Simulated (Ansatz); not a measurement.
Relaxation of Ta3 with UKS PBE0-D4/def2-TZVP.

```sh
$ ansatz run in.yaml --threads 2 --pin off --events-out ev --progress --plain --max-ram 4352MiB
```

```yaml
crystal:
  periodic: [false, false, false]
  atoms:
    - {symbol: Ta, position_ang: [-0.515250, -0.390970, -1.998760]}
    - {symbol: Ta, position_ang: [0.467980, -1.673040, 1.284470]}
    - {symbol: Ta, position_ang: [0.047270, 2.064010, 0.714290]}
basis:
  gaussian: {orbitals: def2-TZVP}
magnetization: {spin_polarized: true, initial_magnetization: 1}
hamiltonian: {xc: pbe0, dispersion: d4}
scf: {lower_state_search: "off"}
output: {orbitals: {seedname: orbitals}}
relax: {f_tol: 0.02, max_steps: 100}
```

It took 98 s on 2 threads of AMD EPYC 7R43 on a shared host.

Positions (Å) and forces (eV/Å) at steps 1, 2, 3, 4, 5, 6, 7, 9 of 9:

```xyz
3
step=1 energy=-4640.1925 eV
Ta   -0.515   -0.391   -1.999    0.446    0.308    1.721
Ta    0.468   -1.673    1.284   -0.392    1.297   -1.105
Ta    0.047    2.064    0.714   -0.053   -1.605   -0.616
3
step=2 energy=-4641.1160 eV
Ta   -0.476   -0.364   -1.846    0.664    0.272    2.515
Ta    0.433   -1.553    1.185   -0.613    1.937   -1.749
Ta    0.043    1.917    0.660   -0.051   -2.209   -0.766
3
step=3 energy=-4642.8486 eV
Ta   -0.427   -0.343   -1.662    0.926    0.435    3.523
Ta    0.388   -1.411    1.059   -0.825    2.496   -2.382
Ta    0.039    1.754    0.604   -0.102   -2.930   -1.142
3
step=4 energy=-4644.9786 eV
Ta   -0.378   -0.320   -1.475    0.819    0.773    3.216
Ta    0.344   -1.278    0.932   -0.726    2.696   -1.966
Ta    0.034    1.598    0.543   -0.093   -3.469   -1.250
3
step=5 energy=-4646.2596 eV
Ta   -0.341   -0.276   -1.329   -0.170    0.721   -0.436
Ta    0.310   -1.134    0.845    0.138    0.728    0.699
Ta    0.031    1.411    0.484    0.032   -1.449   -0.263
3
step=6 energy=-4646.3700 eV
Ta   -0.351   -0.256   -1.360   -0.054    0.224   -0.139
Ta    0.315   -1.086    0.874    0.066    0.046    0.255
Ta    0.037    1.342    0.486   -0.012   -0.270   -0.116
3
step=7 energy=-4646.3785 eV
Ta   -0.355   -0.243   -1.370    0.005    0.081    0.038
Ta    0.319   -1.084    0.890    0.006    0.040    0.031
Ta    0.036    1.327    0.480   -0.010   -0.120   -0.068
3
step=9 energy=-4646.3795 eV
Ta   -0.355   -0.237   -1.370    0.001    0.000    0.005
Ta    0.320   -1.084    0.895   -0.001    0.002   -0.004
Ta    0.035    1.321    0.475    0.000   -0.002   -0.001
```

In the def2 sets Ta takes a core potential; there is no spin–orbit coupling. The charge 0 doublet is spin-contaminated (final ⟨S²⟩ up to 2.49, 0.75 for a pure state). The structure comes from a short search, and lower isomers may exist.
